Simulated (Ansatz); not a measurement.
Born–Oppenheimer molecular dynamics of CH5FGeOSi (10 atoms, charge 0, multiplicity 1). It starts at the highest image of a converged band, a first-order saddle point between two minima.

Computed with RKS PBE-D4/def2-SVP (Ansatz 0.2.0).

- ensemble: NVE (velocity Verlet)
- time step: 0.5 fs
- steps asked: 200
- starting velocities drawn for: 100 K
- seed: 3534

First frame:

```xyz
10
Properties=species:S:1:pos:R:3
F -1.946 -0.622 0.552
C -0.715 -0.054 0.903
O 0.289 -1.038 0.945
Ge 0.985 -0.956 -1.147
Si -0.096 1.113 -0.534
H -0.832 0.360 1.933
H 2.551 -0.850 -1.069
H 0.071 -1.914 -0.192
H -1.118 1.801 -1.397
H 0.893 2.110 0.009
```

Question: How far do the bonds stretch over the last three quarters of this one trajectory? (Pairs bonded in most of those frames.)

Answer: 
```
   bond  mean (Å)  spread (Å)  shortest  longest
  F1–C2     1.400       0.015      1.37     1.44
  C2–O3     1.399       0.041      1.34     1.47
 C2–Si5     2.008       0.087      1.90     2.17
  C2–H6     1.116       0.004      1.11     1.12
 O3–Ge4     1.907       0.083      1.81     2.15
Ge4–Si5     2.426       0.043      2.36     2.50
 Ge4–H7     1.595       0.050      1.50     1.69
 Ge4–H8     1.611       0.071      1.49     1.77
 Si5–H9     1.512       0.026      1.47     1.55
Si5–H10     1.513       0.021      1.48     1.54
```

Mean temperature of the second half: 1084 K. The conserved energy stayed within 0.098 meV per atom of its start (net change -0.019 meV per atom), so the integration is sound. The kinetic energy rose, since the run started high on the potential surface and went downhill. A run of 0.1 ps of so small a system gives no equilibrium averages. The orbitals stay closed-shell, which can raise the energy where a bond breaks towards radicals; this wasn't checked here.

The run took 9.4 min on 2 threads of Intel(R) Xeon(R) Platinum 8259CL CPU @ 2.50GHz (Skylake/Cascade Lake) (shared host), peak memory 0.18 GiB.
